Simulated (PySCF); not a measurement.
## How methods differ on the ionisation energy of I(47+)

I(47+) [He] 2s2 2p2 [2p1/2^2, M_J = 0] → I(48+) [He] 2s2 2p1 [2p1/2^1, M_J = 1/2], as a difference of total energies. All numbers are calculated (PySCF 2.14, the two-component X2C-1e Hamiltonian, in an even-tempered Gaussian basis (17 s from 26 bohr⁻², ratio 2.4; 12 p from 34 bohr⁻², ratio 2.4; 5 d from 110 bohr⁻², ratio 2.6; 4 f from 170 bohr⁻², ratio 2.6)). Correlated levels: nothing frozen; the 32 highest virtual spinors dropped. "Screened" scales the spin-orbit matrix elements by Boettger's factors to mimic the two-electron term; Breit and QED terms are absent.

```csv
method,ionisation energy (eV)
GHF (spin-free),8409.7
GMP2 (spin-free),8409.4
GHF (screened spin-orbit),8609.3
GMP2 (screened spin-orbit),8611.7
```

Question: How much does correlation contribute at GMP2 (screened spin-orbit)?

Answer: 8611.7 − (8609.3) = 2.4 eV, measured against GHF (screened spin-orbit).

For this ion Breit and QED terms and the two-electron picture change, all absent here, outweigh the correlation shift from GHF to GMP2.

The spin-free rows relax to the high-spin LS determinant and lack the spin-orbit shift.

The labels give the starting determinants; with spin-orbit coupling the two ends relaxed to ⟨J²⟩ = 0.00, ⟨L²⟩ = 1.33, ⟨S²⟩ = 1.33 and ⟨J²⟩ = 0.75, ⟨L²⟩ = 2.00, ⟨S²⟩ = 0.75.

For comparison: 8601 ± 4 eV (theoretical estimate listed by NIST; NIST Atomic Spectra Database, ionization energies).
